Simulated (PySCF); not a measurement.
Isomers of C4H14Si4, from PBE0-D3(BJ)/def2-SVP geometry optimisation, gas phase in PySCF 2.14.0. One conformer each, no zero-point energy, no frequencies.

Question: Which is lower in electronic energy at this level?
A. `[CH3:1][C:2]#[C:3][SiH2:4][Si@@H:5]([SiH3:6])[SiH2:7][CH3:8]` with C3–Si4–Si5–Si6 -176°, Si4–Si5–Si7–C8 62°: A = 1275, B = 529.2, C = 395.4 MHz, dipole 2.59 D
B. `[CH3:1][Si@@H:2]1[SiH2:3][SiH2:4][Si@H:5]1[CH:6]1[CH2:7][CH2:8]1` with Si4–Si5–C6–C7 -50°, C1–Si2–Si3–Si4 -86°, Si2–Si3–Si4–Si5 -25°, Si3–Si4–Si5–C6 -87°, Si5–C6–C7–C8 111°: A = 1420, B = 721.3, C = 638.4 MHz, dipole 0.84 D

Answer: B. That is `[SiH2]1[SiH2][Si@@H](C2CC2)[Si@@H]1C`, 23.6 kcal/mol below the other.

| SMILES | mapped SMILES | E (Eh) | relative (kcal/mol) | relative (kJ/mol) | dipole (D) |
| --- | --- | --- | --- | --- | --- |
| C[Si@@H]1[SiH2][SiH2][Si@H]1C1CC1 | [CH3:1][Si@@H:2]1[SiH2:3][SiH2:4][Si@H:5]1[CH:6]1[CH2:7][CH2:8]1 | -1317.67268 | 0.0 | 0.0 | 0.84 |
| CC#C[SiH2][Si@@H]([SiH3])[SiH2]C | [CH3:1][C:2]#[C:3][SiH2:4][Si@@H:5]([SiH3:6])[SiH2:7][CH3:8] | -1317.63513 | 23.6 | 98.6 | 2.59 |

As drawn, the lower has a three-membered ring and a four-membered ring, which the higher lacks; the higher has a C≡C bond, which the lower lacks.
